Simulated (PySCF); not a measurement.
Choosing a molecule for a target property.

All species are isolated and taken at one optimised geometry, non-relativistic unless stated; the electronic structure was computed with PySCF and density fitting.

Dipoles, sizes and rotational constants follow the conformer. The torsions of the flexible species, by atom-mapped SMILES:
- `[CH2:1]=[C:2]([C:3]#[N:4])[C@@:5]1([Cl:6])[CH:7][CH2:8][CH2:9]1`: C1–C2–C5–Cl6 94°
- `[N:1]#[C:2][CH2:3]/[CH:4]=[CH:5]/[CH:6]=[CH:7]/[CH:8][Cl:9]`: C2–C3–C4–C5 -120°, C4–C5–C6–C7 178°, C6–C7–C8–Cl9 180°
- `[CH2:1][O:2][CH2:3][CH2:4][CH2:5][NH2:6]`: C1–O2–C3–C4 79°, O2–C3–C4–C5 173°, C3–C4–C5–N6 70°, H–N6–C5–C4 -69°, H–N6–C5–C4 173°
- `[CH2:1]=[CH:2]/[CH:3]=[CH:4]/[C@@H:5]([C:6]#[N:7])[CH:8][Cl:9]`: C1–C2–C3–C4 179°, C3–C4–C5–C6 140°, C4–C5–C8–Cl9 87°
- `[CH2:1]=[C:2]([C:3]#[N:4])[C:5]1([Cl:6])[CH2:7][CH:8][CH2:9]1`: C1–C2–C5–Cl6 1°

Question: Wanted: smallest rotational constant between 0.4 GHz and 1.3 GHz (GFN2-xTB) and isotropic g value below 2.0037 (unrestricted B3LYP/pcH-1, mean-field spin–orbit), at GFN2-xTB geometries. Which candidate meets both?
A. `C=C(C#N)[C@@]1(Cl)[CH]CC1` [radical]
B. `C=C/C=C/[C@@H](C#N)[CH]Cl` [radical]
C. `C=C(C#N)C1(Cl)C[CH]C1` [radical]
D. `[CH2]OCCCN` [radical]
E. `N#CC/C=C/C=C/[CH]Cl` [radical]

Answer: C. Computed values:
```
                            species  smallest rotational constant  isotropic g value
      N#CC/C=C/C=C/[CH]Cl [radical]                     0.317 GHz            2.00441
C=C/C=C/[C@@H](C#N)[CH]Cl [radical]                     0.560 GHz            2.00578
    C=C(C#N)C1(Cl)C[CH]C1 [radical]                     0.926 GHz            2.00293
C=C(C#N)[C@@]1(Cl)[CH]CC1 [radical]                     1.050 GHz            2.00406
               [CH2]OCCCN [radical]                     1.540 GHz            2.00338
```
